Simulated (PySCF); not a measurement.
Field gradients from PBE0/pcSseg-1 densities (PySCF, non-relativistic) at PBE0-D3(BJ)/def2-SVP geometries, isolated species, one conformer each; χzz is the principal value of largest magnitude, with Q(11B) = 0.04059 b. With a basis this small, the couplings can be 20 % off.

(1) These 11B couplings (χzz in MHz, η) are listed in rising order: (2.648, 0.35); (3.051, 0.10); (3.427, 0.46). Assign them to: B2 (three-coordinate boron) in `[NH2:1][B:2]([NH2:3])[B:4]([Cl:5])[Cl:6]`; the three-coordinate boron of `CSB(O)O`; the three-coordinate boron of `OB(O)CS`.

Answers

(1) 2.648 MHz, η 0.35: the three-coordinate boron of `CSB(O)O`; 3.051 MHz, η 0.10: B2 (three-coordinate boron) in `[NH2:1][B:2]([NH2:3])[B:4]([Cl:5])[Cl:6]`; 3.427 MHz, η 0.46: the three-coordinate boron of `OB(O)CS`.

All sites together:

| nucleus | site | Vzz (au) | η | χzz (MHz) |
| --- | --- | --- | --- | --- |
| 11B | B2 (three-coordinate boron) in [NH2:1][B:2]([NH2:3])[B:4]([Cl:5])[Cl:6] | 0.320 | 0.10 | 3.051 |
| 11B | the three-coordinate boron of CSB(O)O | 0.278 | 0.35 | 2.648 |
| 11B | the three-coordinate boron of OB(O)CS | 0.359 | 0.46 | 3.427 |
